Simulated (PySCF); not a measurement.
C3H10Si, SMILES CCC[SiH3], PBE0/def2-SVP optimised geometry.

```
14

Si    -1.98     0.48     0.00
C     -0.09     0.48     0.00
C      0.55    -0.91     0.01
C      2.07    -0.87     0.01
H     -2.50     1.88     0.00
H     -2.51    -0.22     1.21
H     -2.51    -0.22    -1.21
H      0.25     1.06     0.88
H      0.25     1.05    -0.88
H      0.20    -1.47     0.89
H      0.20    -1.48    -0.87
H      2.46    -0.34    -0.88
H      2.51    -1.88     0.01
H      2.46    -0.34     0.89
```

Density from PBE0/def2-TZVP (PySCF 2.14.0) at that geometry.

Minimum of the electron density along straight lines between bonded atoms, close to the bond critical point (lines longer than 1.1 times the sum of covalent radii, or with two minima, are not listed):

| bond | length / Å | ρ at the minimum / e bohr⁻³ | ∇²ρ there / e bohr⁻⁵ | position (fraction from the first atom) |
|---|---|---|---|---|
| Si1–C2 | 1.887 | 0.120 | ? | 0.39 |
| C2–C3 | 1.529 | 0.242 | ? | 0.50 |
| C3–C4 | 1.522 | 0.247 | ? | 0.50 |
| Si1–H5 | 1.496 | 0.118 | 0.15 | 0.49 |
| Si1–H6 | 1.497 | 0.118 | 0.15 | 0.49 |
| Si1–H7 | 1.497 | 0.118 | 0.15 | 0.49 |
| C2–H8 | 1.105 | 0.266 | -0.87 | 0.64 |
| C2–H9 | 1.105 | 0.266 | -0.87 | 0.64 |
| C3–H10 | 1.104 | 0.272 | -0.91 | 0.64 |
| C3–H11 | 1.104 | 0.272 | -0.91 | 0.64 |
| C4–H12 | 1.102 | 0.271 | -0.90 | 0.64 |
| C4–H13 | 1.101 | 0.271 | -0.91 | 0.64 |
| C4–H14 | 1.102 | 0.271 | -0.90 | 0.64 |

**Question.** Fill in the missing entries.

**Answer.** 
- Si1–C2, ∇²ρ there / e bohr⁻⁵: 0.17
- C2–C3, ∇²ρ there / e bohr⁻⁵: -0.58
- C3–C4, ∇²ρ there / e bohr⁻⁵: -0.62
